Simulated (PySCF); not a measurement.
One molecule, a ladder of functionals, a line

Molecule: SMILES CO[SiH2]C=O, C$_{2}$H$_{6}$O$_{2}$Si.

Cartesian coordinates in Å; atom numbers follow the order of the lines, from 1:
```xyz
11

C    -1.766   -0.385    0.259
O    -0.370   -0.415    0.151
Si    0.590    0.819   -0.407
C     2.397    0.188   -0.254
O     3.317    0.907   -0.560
H    -2.254   -0.282   -0.728
H    -2.107   -1.329    0.709
H    -2.114    0.445    0.901
H     0.310    1.145   -1.839
H     0.434    2.060    0.413
H     2.587   -0.857    0.122
```

GIAO shieldings (ppm, equivalent atoms averaged) in PySCF 2.14.0 with density-fitted response routines on the PBE0-D3(BJ)/def2-SVP geometry, basis pcSseg-2, gas phase, non-relativistic:

```csv
functional,exact exchange (%),σ(C4),σ(C1),σ(O2),σ(Si3)
BLYP,0,-78.8,117.6,310.8,369.0
BP86,0,-74.5,121.9,317.0,375.6
PBE,0,-76.0,122.2,316.8,376.0
B3LYP,20,-75.3,123.5,322.5,379.7
mPW1PW91,25,-71.0,128.2,329.2,389.1
BHandHLYP,50,-69.0,130.9,335.4,397.4
HF,100,-54.6,141.7,351.0,432.9
```

Problem. Fit each shielding as a line in the percentage of exact exchange.

Solution. σ(C4) = -77.2 + 0.21 x (rms 1.9 ppm); σ(C1) = 120.7 + 0.21 x (rms 1.7 ppm); σ(O2) = 315.9 + 0.37 x (rms 2.7 ppm); σ(Si3) = 372.3 + 0.58 x (rms 3.4 ppm). The functionals also differ in their semilocal parts, which the line can't hold; Hartree–Fock has no correlation at all.

Problem. What does the line predict for PBE0 (25 %), and what does the run give?

Solution. σ(C4): -72.0 predicted, -71.0 computed; σ(C1): 126.0 predicted, 128.9 computed; σ(O2): 325.1 predicted, 329.9 computed; σ(Si3): 386.8 predicted, 389.9 computed ppm.
